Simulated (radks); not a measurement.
The numbers below are computed, except where a source is named.
Ionisation of neutral niobium, [Kr] 4d4 5s1, to [Kr] 4d4 as the strength of local exchange is varied. Level of theory: Dirac Kohn-Sham, Slater X-alpha exchange (alpha = 2/3 is LDA exchange), no correlation, spin-unpolarised, spherical densities, finite nucleus; open shells are shared between the two j in proportion to 2j + 1; Fermi nuclear charge, rms radius 4.324 fm (a radial shooting solver on a logarithmic mesh with Libxc functionals).

alpha,E(Nb) (hartree),exchange (hartree),IE (eV),-e of the level emptied (eV),<r> of it (bohr)
0.571,-3796.34365,-94.59437,5.671,3.051 (5s1/2),3.858
0.667,-3812.28074,-110.96097,6.059,3.385 (5s1/2),3.776
0.68,-3814.44401,-113.18747,6.113,3.432 (5s1/2),3.765
0.805,-3835.30692,-134.71999,6.651,3.915 (5s1/2),3.654
0.902,-3851.57415,-151.58344,7.088,4.321 (5s1/2),3.568
0.924,-3855.27304,-155.42683,7.190,4.416 (5s1/2),3.548
0.975,-3863.86115,-164.36306,7.428,4.642 (5s1/2),3.504

NIST Atomic Spectra Database: 6.759 eV (measured). The Delta-SCF value meets it near alpha = 0.83. Spin polarisation and multiplet splitting are left out, so open shells lie too high by an amount that depends on their filling. Sharing an open shell by 2j + 1 raises it above the true ground level by a part of the spin-orbit splitting, which enters the differences from NIST.

Beside tabulated values, note that spin-unpolarised runs miss the spin-polarisation part of the exchange energy of open shells.
